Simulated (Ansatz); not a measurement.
Relaxation of ClFH$_{6}$W (9 atoms, charge 0, multiplicity 1), to a largest force component of 0.03 eV/Å in at most 50 steps.

Method: RKS PBE/def2-SVP in Ansatz 0.2.0.

```xyz
9
Properties=species:S:1:pos:R:3:forces:R:3
W -0.443 -0.446 0.341 -0.66 -0.74 -1.03
F -0.002 -0.033 2.120 0.32 0.31 0.91
H 1.113 -0.051 -0.041 -0.01 0.00 0.01
H -0.042 1.100 -0.063 0.01 0.00 -0.01
H -1.699 0.358 -0.488 -0.01 0.01 -0.02
H 0.309 -1.718 -0.515 0.00 0.00 0.00
H -0.036 -0.072 -1.262 -0.02 0.01 0.00
Cl 1.975 2.125 1.109 0.10 0.03 0.95
H 1.465 1.489 2.167 0.28 0.38 -0.81
```

Problem. Where does it end, and by what steps?

Solution. It converged. The force dipped under the threshold on the way, but the program's further checks kept it going. After 12 steps the energy has fallen by 0.222 eV; Cl8 moved furthest, 0.89 Å.

```json
{"step": "0", "energy less start (eV)": "0.0000", "largest force component (eV/Å)": "1.033", "accepted": "yes"}
{"step": "1", "energy less start (eV)": "-0.1250", "largest force component (eV/Å)": "0.751", "accepted": "yes"}
{"step": "2", "energy less start (eV)": "-0.1649", "largest force component (eV/Å)": "0.658", "accepted": "yes"}
{"step": "3", "energy less start (eV)": "-0.1976", "largest force component (eV/Å)": "0.357", "accepted": "yes"}
{"step": "4", "energy less start (eV)": "-0.2084", "largest force component (eV/Å)": "0.212", "accepted": "yes"}
{"step": "5", "energy less start (eV)": "-0.2112", "largest force component (eV/Å)": "0.442", "accepted": "yes"}
{"step": "6", "energy less start (eV)": "-0.2197", "largest force component (eV/Å)": "0.125", "accepted": "yes"}
{"step": "7", "energy less start (eV)": "-0.2209", "largest force component (eV/Å)": "0.036", "accepted": "yes"}
{"step": "8", "energy less start (eV)": "-0.2215", "largest force component (eV/Å)": "0.025", "accepted": "yes"}
{"step": "9", "energy less start (eV)": "-0.2215", "largest force component (eV/Å)": "0.044", "accepted": "yes"}
{"step": "10", "energy less start (eV)": "-0.2218", "largest force component (eV/Å)": "0.046", "accepted": "yes"}
{"step": "11", "energy less start (eV)": "-0.2218", "largest force component (eV/Å)": "0.051", "accepted": "yes"}
{"step": "12", "energy less start (eV)": "-0.2219", "largest force component (eV/Å)": "0.018", "accepted": "yes"}
```

```xyz
9
Properties=species:S:1:pos:R:3
W -0.472 -0.481 0.302
F 0.193 0.158 1.982
H 1.046 -0.155 -0.272
H -0.087 1.024 -0.269
H -1.797 0.241 -0.490
H 0.193 -1.832 -0.494
H -0.253 -0.267 -1.356
Cl 2.331 2.507 1.831
H 1.488 1.558 2.135
```

Whether the end is a true minimum wasn't checked by a vibrational analysis.

Run time: 27 s on 2 threads of Arm Neoverse V1, on a shared host, peak memory 0.13 GiB.
